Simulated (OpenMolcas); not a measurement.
An OpenMolcas run meant for Te⁴⁺ (ANO-RCC-VTZP, DKH3; inactive shells 1s 2s 2p 3s 3p 3d 4s 4p 4d; intended active space 2 electrons in 4 orbitals (5s 5p)). One step of its input:

```
&RASSCF
FileOrb=start.orb
Symmetry=1
Spin=4
nActEl=2 0 0
Inactive=14 9
Ras2=1 3
CIRoot=3 3 1
SDav=3
CIMx=300
Iter=93 100
PrWF=0.3
OrbListing=Nothing
MaxOrb=0
Atom
CIOnly
>>> COPY $Project.JobIph JOB001
```

Lines from the output:

```
--- SEWARD ---
Basis set label: TE.ANO-RCC...7S6P4D2F1G.

      Electronic valence basis set:
      ------------------
      Associated Effective Charge  52.000000 au
      Associated Actual Charge     52.000000 au
      Nuclear Model: Point charge

      Shell  nPrim  nBasis  Cartesian Spherical Contaminant
         s      22       7        X
         p      19       6        X
         d      13       4                 X
         f       5       2                 X
         g       3       1                 X
Relativistic=R03O02
                  Relativistic Douglas-Kroll-Hess integrals:
                    - DKH order of Hamiltonian: 3
                    - DKH order of Properties : 2
--- RASSCF ---

 Nr of active orbitals     NAC=   4
 Spin degeneracy         ISPIN=   4
 There can be no such wave function.
 ************************************************
--- Stop Module: rasscf at  /rc=_RC_INPUT_ERROR_ ---
.####################.
.# User input error #.
.####################.
```

Task: What is wrong with the input?

Result: The spin multiplicity does not fit the number of active electrons: an even count needs an odd multiplicity and the reverse.
